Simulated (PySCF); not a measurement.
## Correlation energy of Ar⁺ (argon, charge +1)

[Ne] 3s2 3p5, 2P determinant. Calculation: PySCF 2.14, in ANO-RCC-VTZP; the spin-free X2C one-electron Hamiltonian (Gaussian nucleus). Frozen: 1s2; 15 electrons correlated.

```json
{"level": "CCSD", "correlation energy (mhartree)": "-222.86"}
{"level": "(T)", "correlation energy (mhartree)": "-5.95"}
{"level": "CCSD(T)", "correlation energy (mhartree)": "-228.81"}
```

Diagnostics: T1 = 0.0044, D1 = 0.0220, largest double amplitude 0.051.

Question: Is a single reference adequate?

Answer: Yes: T1 lies below 0.03 and no double amplitude reaches 0.07.
